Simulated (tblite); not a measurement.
C4H8F2O2Si.
SMILES with atom numbers: `[F:1][CH:2]([F:3])[CH:4]1[CH2:5][O:6][SiH2:7][O:8][CH2:9]1` (hydrogens: H10 on C2; H11 on C4; H12, H13 on C5; H14, H15 on Si7; H16, H17 on C9)

Cartesian coordinates in Å at the GFN2-xTB level; atoms count from 1:
```
atom  x, y, z in Å
F1    -2.4013    0.8011   -0.7083
C2    -2.0711   -0.0725    0.2743
F3    -2.5717    0.4471    1.4201
C4    -0.5630   -0.2518    0.3676
C5     0.1269    1.0908    0.6380
O6     1.5080    0.9459    0.7884
Si7    2.3855   -0.0759   -0.1334
O8     1.3516   -1.1401   -0.8254
C9    -0.0158   -0.8828   -0.9168
H10   -2.6083   -1.0127    0.0728
H11   -0.3470   -0.9235    1.2046
H12   -0.0869    1.7821   -0.1869
H13   -0.2567    1.5253    1.5674
H14    3.0555    0.6836   -1.1846
H15    3.2151   -0.8478    0.7696
H16   -0.2163   -0.2145   -1.7644
H17   -0.5114   -1.8424   -1.1073
```

Method: GFN2-xTB as coded in tblite; computed harmonic values from a numerical Hessian at the method's own geometry, unscaled. This tight-binding method is rough: wavenumbers can miss measured ones by several per cent, in bad cases by 10 to 20. Modes of hydrogen on silicon can be 10 to 20 % off. One conformer, not necessarily the lowest.

Harmonic wavenumbers (cm⁻¹): 63.2, 73.0, 123.4, 151.8, 177.2, 252.0, 316.5, 406.4, 418.3, 489.2, 531.3, 536.3, 606.2, 686.0, 721.9, 749.4, 805.9, 811.3, 902.0, 918.1, 948.8, 1033.4, 1100.5, 1111.6, 1116.2, 1134.2, 1157.5, 1198.5, 1241.2, 1253.8, 1272.5, 1280.0, 1315.8, 1332.8, 1356.1, 1477.6, 1487.7, 2287.0, 2388.7, 2887.8, 2898.8, 2908.4, 2924.3, 2942.7, 2957.7.

A = 3012, B = 840.6, C = 744.2 MHz; mass 154.026 u (most abundant isotopes); point group C1, symmetry number 1.

Q: What is the zero-point energy?

A: Half the sum of the wavenumbers: 26376 cm⁻¹ = 315.53 kJ/mol.

Q: What is S at 273.15 K and 1 bar for an ideal gas of classical rigid rotors and harmonic oscillators?

A: Translation 169.86, rotation 122.44, vibration 98.38: S = 390.7 J/(mol K).

Q: And Cp and H(273.15 K) − H(0)?

A: Cp = 142.79 J/(mol K), of which vibrations give 109.53 (their classical limit is 45 R = 374.2); H(273.15 K) − H(0) = 23.71 kJ/mol without the zero-point energy, 14.63 from vibrations.

Q: Blend soft modes into free rotors: weight 1/[1 + (100 cm⁻¹/ν̃)⁴] for the oscillator and the rest for a rotor with moment μB/(μ + B), μ = h/(8π²ν), B = 10⁻⁴⁴ kg m². What vibrational entropy results?

A: 91.85 J/(mol K) in place of 98.38, which changes −T·S at 273.15 K by +1.78 kJ/mol.

Q: Which modes carry the vibrational entropy at 273.15 K?

A: 63.2 cm⁻¹: 17.50; 73.0 cm⁻¹: 16.31; 123.4 cm⁻¹: 12.04; 151.8 cm⁻¹: 10.39; 177.2 cm⁻¹: 9.18; 252.0 cm⁻¹: 6.54 J/(mol K); the other 39 give 26.41 together.

Q: How do the functions run with temperature in this model?

A: 
```json
{"T (K)": "50", "S (J/(mol K))": "245.8", "Cp (J/(mol K))": "52.4", "H − H(0) (kJ/mol)": "2.01", "G − H(0) (kJ/mol)": "-10.28", "ln q(vib)": "0.36"}
{"T (K)": "100", "S (J/(mol K))": "288.9", "Cp (J/(mol K))": "73.2", "H − H(0) (kJ/mol)": "5.18", "G − H(0) (kJ/mol)": "-23.71", "ln q(vib)": "1.38"}
{"T (K)": "298.15", "S (J/(mol K))": "403.6", "Cp (J/(mol K))": "153.4", "H − H(0) (kJ/mol)": "27.41", "G − H(0) (kJ/mol)": "-92.93", "ln q(vib)": "5.98"}
{"T (K)": "373.15", "S (J/(mol K))": "441.4", "Cp (J/(mol K))": "184.0", "H − H(0) (kJ/mol)": "40.08", "G − H(0) (kJ/mol)": "-124.63", "ln q(vib)": "7.77"}
{"T (K)": "500", "S (J/(mol K))": "501.6", "Cp (J/(mol K))": "227.6", "H − H(0) (kJ/mol)": "66.31", "G − H(0) (kJ/mol)": "-184.49", "ln q(vib)": "10.81"}
{"T (K)": "750", "S (J/(mol K))": "605.9", "Cp (J/(mol K))": "285.7", "H − H(0) (kJ/mol)": "131.11", "G − H(0) (kJ/mol)": "-323.32", "ln q(vib)": "16.65"}
{"T (K)": "1000", "S (J/(mol K))": "693.4", "Cp (J/(mol K))": "321.3", "H − H(0) (kJ/mol)": "207.32", "G − H(0) (kJ/mol)": "-486.04", "ln q(vib)": "22.11"}
```

q(vib) and H(0) count from the zero-point level.

Q: What must be added to the electronic energy to get the Gibbs energy at 273.15 K and 1 bar?

A: ZPE + [H(273.15 K) − H(0)] − T·S = 315.53 + 23.71 − 106.71 = 232.53 kJ/mol.

Hindered rotation and anharmonicity are outside this model. Other conformers, if any are populated, would add a mixing term that is left out. The structure is chiral; the term R ln 2 for an equal mix with its mirror image is left out.
